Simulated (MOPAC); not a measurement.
Input file for MOPAC: PM6 on CH7GeN (SMILES [CH3][GeH2][NH2]), a point of a torsion scan.

```
PM6 1SCF PRECISE CHARGE=0 THREADS=1
CH7GeN

C      1.33165846 1     0.55100307 1    -0.03352949 1
Ge    -0.13442783 1    -0.78819828 1    -0.05862502 1
N     -0.88680622 1    -1.13403744 1     1.55825030 1
H      2.30378961 1     0.06577679 1    -0.04780305 1
H      1.27540569 1     1.20161947 1    -0.90087287 1
H      1.27346043 1     1.17289963 1     0.85624456 1
H      0.33379675 1    -2.12217294 1    -0.56125065 1
H     -1.28323914 1    -0.31992820 1    -0.90472449 1
H     -1.33416962 1    -0.34888019 1     2.01113907 1
H     -0.29380481 1    -1.58692673 1     2.24002984 1
```

Program output:

```
*******************************************************************************
 **                                                                           **
 **                              MOPAC v23.2.5                                **
 **                                                                           **
 *******************************************************************************
 ** MOPAC's Digital Object Identifier: https://doi.org/10.5281/zenodo.6511958 **
 **                                                                           **
 ** Please cite the open-source release paper for use of this MOPAC version:  **
 ** J. E. Moussa and J. J. P. Stewart (2026)                                  **
 ** MOPAC: An open-source semiempirical molecular orbital program             **
 ** J. Open Source Softw., 11(119), 8025, https://doi.org/10.21105/joss.08025 **
 *******************************************************************************

                              PM6 CALCULATION RESULTS

 *******************************************************************************
 *  PM6        - The PM6 Hamiltonian to be used
 *
 *
 *
 *                 CHARGE ON SYSTEM = 0
 *
 *
 *
 *  PRECISE    - TIGHTER CRITERIA TO BE USED
 *  1SCF       - DO 1 SCF AND THEN STOP
 *  THREADS=1  - MULTI-THREADING NOT USED
 *  T=         - A TIME OF 172800.0 SECONDS REQUESTED
 *  DUMP=N     - RESTART FILE WRITTEN EVERY 7200.0 SECONDS REQUESTED
 *******************************************************************************
PM6 1SCF PRECISE CHARGE=0 THREADS=1
 CH7GeN

   ATOM   CHEMICAL          X               Y               Z
  NUMBER   SYMBOL      (ANGSTROMS)     (ANGSTROMS)     (ANGSTROMS)

     1       C          1.33165846  *   0.55100307  *  -0.03352949  *
     2      Ge         -0.13442783  *  -0.78819828  *  -0.05862502  *
     3       N         -0.88680622  *  -1.13403744  *   1.55825030  *
     4       H          2.30378961  *   0.06577679  *  -0.04780305  *
     5       H          1.27540569  *   1.20161947  *  -0.90087287  *
     6       H          1.27346043  *   1.17289963  *   0.85624456  *
     7       H          0.33379675  *  -2.12217294  *  -0.56125065  *
     8       H         -1.28323914  *  -0.31992820  *  -0.90472449  *
     9       H         -1.33416962  *  -0.34888019  *   2.01113907  *
    10       H         -0.29380481  *  -1.58692673  *   2.24002984  *



          CARTESIAN COORDINATES

    NO.       ATOM           X           Y           Z

     1         C          1.3317      0.5510     -0.0335
     2        Ge         -0.1344     -0.7882     -0.0586
     3         N         -0.8868     -1.1340      1.5583
     4         H          2.3038      0.0658     -0.0478
     5         H          1.2754      1.2016     -0.9009
     6         H          1.2735      1.1729      0.8562
     7         H          0.3338     -2.1222     -0.5613
     8         H         -1.2832     -0.3199     -0.9047
     9         H         -1.3342     -0.3489      2.0111
    10         H         -0.2938     -1.5869      2.2400

 General Reference for PM6:
 "Optimization of Parameters for Semiempirical Methods V: Modification of NDDO Approximations
 and Application to 70 Elements", J. J. P. Stewart, J. Mol. Mod., 13, 1173-1213 (2007)
 URL: https://link.springer.com/article/10.1007/s00894-007-0233-4

           Empirical Formula: C H7 N Ge  =    10 atoms



      MOLECULAR POINT GROUP   :   C1


      RHF CALCULATION, NO. OF DOUBLY OCCUPIED LEVELS = 10


 -------------------------------------------------------------------------------
 PM6 1SCF PRECISE CHARGE=0 THREADS=1
 CH7GeN



     1SCF WAS SPECIFIED, SO BFGS WAS NOT USED
     SCF FIELD WAS ACHIEVED


                              PM6 CALCULATION
                                                       MOPAC v23.2.5 Linux




          FINAL HEAT OF FORMATION =          7.12342 KCAL/MOL =      29.80441 KJ/MOL


          COSMO AREA              =        109.56 SQUARE ANGSTROMS
          COSMO VOLUME            =         97.04 CUBIC ANGSTROMS

          IONIZATION POTENTIAL    =          9.121695 EV
          HOMO LUMO ENERGIES (EV) =         -9.122  1.260
          NO. OF FILLED LEVELS    =         10
          MOLECULAR WEIGHT        =        105.6630         POINT GROUP:  C1

          MOLECULAR DIMENSIONS (Angstroms)

            Atom       Atom       Distance
            H    10    H     5     4.48371
            H     4    H     8     3.59845
            H     7    H     9     3.25660


          SCF CALCULATIONS        =          1





   ATOM   CHEMICAL          X               Y               Z
  NUMBER   SYMBOL      (ANGSTROMS)     (ANGSTROMS)     (ANGSTROMS)

     1       C          1.33165846  *   0.55100307  *  -0.03352949  *
     2      Ge         -0.13442783  *  -0.78819828  *  -0.05862502  *
     3       N         -0.88680622  *  -1.13403744  *   1.55825030  *
     4       H          2.30378961  *   0.06577679  *  -0.04780305  *
     5       H          1.27540569  *   1.20161947  *  -0.90087287  *
     6       H          1.27346043  *   1.17289963  *   0.85624456  *
     7       H          0.33379675  *  -2.12217294  *  -0.56125065  *
     8       H         -1.28323914  *  -0.31992820  *  -0.90472449  *
     9       H         -1.33416962  *  -0.34888019  *   2.01113907  *
    10       H         -0.29380481  *  -1.58692673  *   2.24002984  *

                             CARTESIAN COORDINATES

   1    C        1.331658460     0.551003070    -0.033529490
   2   Ge       -0.134427830    -0.788198280    -0.058625020
   3    N       -0.886806220    -1.134037440     1.558250300
   4    H        2.303789610     0.065776790    -0.047803050
   5    H        1.275405690     1.201619470    -0.900872870
   6    H        1.273460430     1.172899630     0.856244560
   7    H        0.333796750    -2.122172940    -0.561250650
   8    H       -1.283239140    -0.319928200    -0.904724490
   9    H       -1.334169620    -0.348880190     2.011139070
  10    H       -0.293804810    -1.586926730     2.240029840


           Empirical Formula: C H7 N Ge  =    10 atoms



      MOLECULAR POINT GROUP   :   C1


                  EIGENVALUES
 -29.60561 -24.30801 -18.47094 -16.27586 -13.93911 -13.80430 -12.73342 -11.46417
 -11.06850  -9.12170   1.26021   1.77527   2.96355   3.50631   6.00349   6.02472
   6.07075   7.14072   7.19283


              NET ATOMIC CHARGES AND DIPOLE CONTRIBUTIONS

  ATOM NO.   TYPE          CHARGE      No. of ELECS.   s-Pop       p-Pop
    1          C          -0.676919        4.6769     1.09731     3.57961
    2         Ge           0.327747        3.6723     1.15600     2.51625
    3          N          -0.681191        5.6812     1.57965     4.10154
    4          H           0.166976        0.8330     0.83302
    5          H           0.167252        0.8327     0.83275
    6          H           0.167272        0.8327     0.83273
    7          H           0.043811        0.9562     0.95619
    8          H           0.043732        0.9563     0.95627
    9          H           0.220583        0.7794     0.77942
   10          H           0.220737        0.7793     0.77926
 DIPOLE           X         Y         Z       TOTAL
 POINT-CHG.     0.331     0.073    -0.958     1.016
 HYBRID         0.722     0.795     0.922     1.415
 SUM            1.053     0.868    -0.037     1.365


          ATOMIC ORBITAL ELECTRON POPULATIONS

     Atom    s        px        py        pz
    1  C   1.09731   1.19144   1.19292   1.19525
    2 Ge   1.15600   0.85453   0.90247   0.75925
    3  N   1.57965   1.47031   1.41344   1.21778
    4  H   0.83302
    5  H   0.83275
    6  H   0.83273
    7  H   0.95619
    8  H   0.95627
    9  H   0.77942
   10  H   0.77926

 **********************
 *                    *
 * JOB ENDED NORMALLY *
 *                    *
 **********************




 == MOPAC DONE ==
```

The run finished.

Cost: about 0.04 core-seconds (a rough figure).
